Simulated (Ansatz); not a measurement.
Basis sets compared for the cluster AgF2. Charge 0, multiplicity 2. Geometry PBE-D4/def2-TZVP. Ansatz on 4 threads of Arm Neoverse V1 on a shared host; times are rough, and most runs start from earlier orbitals.

Cartesian coordinates in Å:
```
Ag 0.000 0.000 0.000
F 0.639 1.826 0.120
F -0.639 -1.826 -0.120
```

In the def2 sets Ag takes a core potential, while STO-3G treats all electrons; there is no spin–orbit coupling. At PBE-D4/def2-SVP, PBE-D4/def2-TZVP, PBE-D4/def2-TZVPD the gap within one spin of the charge 0 doublet nearly closes, so an electron or hole may be smeared out by delocalisation error. The structure comes from a short search, and lower isomers may exist.

STO-3G and 6-31G are all-electron sets without relativity, so their totals don't compare with the def2 sets.

Binding counts from free atoms (Ag doublet, F doublet) in the same basis, without a counterpoise term.

```json
{"level": "HF/STO-3G", "functions": "37", "energy (Eh)": "-5342.6190", "HOMO (eV)": "-8.71", "LUMO (eV)": "5.74", "binding per atom (eV)": "–", "wall time": "1.1 s"}
{"level": "HF/def2-TZVP", "functions": "102", "energy (Eh)": "-345.0143", "HOMO (eV)": "-14.70", "LUMO (eV)": "-1.92", "binding per atom (eV)": "0.67", "wall time": "0.85 s"}
{"level": "PBE-D4/def2-SVP", "functions": "59", "energy (Eh)": "-346.2572", "HOMO (eV)": "-7.57", "LUMO (eV)": "-7.50", "binding per atom (eV)": "2.11", "wall time": "1.8 s"}
{"level": "PBE-D4/def2-TZVP", "functions": "102", "energy (Eh)": "-346.5468", "HOMO (eV)": "-7.89", "LUMO (eV)": "-7.78", "binding per atom (eV)": "2.04", "wall time": "6 s"}
{"level": "r2SCAN-D4/def2-TZVP (with forces)", "functions": "102", "energy (Eh)": "-346.6847", "HOMO (eV)": "-8.16", "LUMO (eV)": "-7.74", "binding per atom (eV)": "1.93", "wall time": "11 s"}
{"level": "PBE0-D4/def2-SVP", "functions": "59", "energy (Eh)": "-346.2199", "HOMO (eV)": "-9.35", "LUMO (eV)": "-6.64", "binding per atom (eV)": "1.74", "wall time": "1.2 s"}
{"level": "PBE0-D4/def2-TZVP", "functions": "102", "energy (Eh)": "-346.5088", "HOMO (eV)": "-9.72", "LUMO (eV)": "-6.86", "binding per atom (eV)": "1.72", "wall time": "4.1 s"}
```

Task: Estimate the rows for PBE-D4/def2-TZVPD, r2SCAN-D4/def2-TZVPD, PBE0-D4/def2-TZVPD.

Result: 
```tsv
level	functions	energy (Eh)	HOMO (eV)	LUMO (eV)	binding per atom (eV)	wall time
PBE-D4/def2-TZVPD	120	-346.5517	-7.95	-7.84	2.06	7 s
r2SCAN-D4/def2-TZVPD	120	-346.6894	-8.21	-7.77	1.96	7 s
PBE0-D4/def2-TZVPD	120	-346.5139	-9.79	-6.88	1.75	3.4 s
```
